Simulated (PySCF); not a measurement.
Molecule: `NB1OBOBO1`, B3H4NO3.

Molfile (atoms numbered from 1):
```
B3H4NO3
     RDKit          3D

 11 11  0  0  0  0  0  0  0  0999 V2000
    2.0339   -0.5795   -0.3188 N   0  0  0  0  0  0  0  0  0  0  0  0
    0.7200   -0.2032   -0.0437 B   0  0  0  0  0  0  0  0  0  0  0  0
   -0.3451   -0.9734   -0.4913 O   0  0  0  0  0  0  0  0  0  0  0  0
   -1.6246   -0.6112   -0.1985 B   0  0  0  0  0  0  0  0  0  0  0  0
   -1.8658    0.5243    0.5354 O   0  0  0  0  0  0  0  0  0  0  0  0
   -0.8235    1.3051    0.9724 B   0  0  0  0  0  0  0  0  0  0  0  0
    0.4583    0.9488    0.6849 O   0  0  0  0  0  0  0  0  0  0  0  0
    2.8246   -0.0401    0.0021 H   0  0  0  0  0  0  0  0  0  0  0  0
    2.2588   -1.4157   -0.8373 H   0  0  0  0  0  0  0  0  0  0  0  0
   -2.5477   -1.2831   -0.5797 H   0  0  0  0  0  0  0  0  0  0  0  0
   -1.0474    2.3019    1.6098 H   0  0  0  0  0  0  0  0  0  0  0  0
  1  2  1  0
  2  3  1  0
  3  4  1  0
  4  5  1  0
  5  6  1  0
  6  7  1  0
  7  2  1  0
  1  8  1  0
  1  9  1  0
  4 10  1  0
  6 11  1  0
M  END
```

Geometry PBE0-D3(BJ)/def2-SVP throughout; GIAO in PySCF 2.14, gas phase, one conformer, non-relativistic; equivalent atoms averaged; functional PBE0.

For orientation, 6-31G* gives these absolute shieldings σ: N1 214.8, B4/B6 87.7, B2 95.5, O5 144.7, O3/O7 174.8, H10/H11 27.28, H8/H9 30.15 ppm.

A run gave: N1 206.2, B4/B6 72.4, B2 79.6, O5 116.9, O3/O7 149.3, H10/H11 26.72, H8/H9 28.82 ppm (absolute shieldings σ).

Which basis set was used in that run?
A. cc-pVTZ
B. def2-SVP
C. pcSseg-2
D. cc-pVDZ
E. IGLO-III

## Answers

C. H8/H9 tells them apart best: pcSseg-2 gives 28.82, IGLO-III gives 29.14, cc-pVTZ gives 29.01, def2-SVP gives 29.08, cc-pVDZ gives 29.18 ppm.
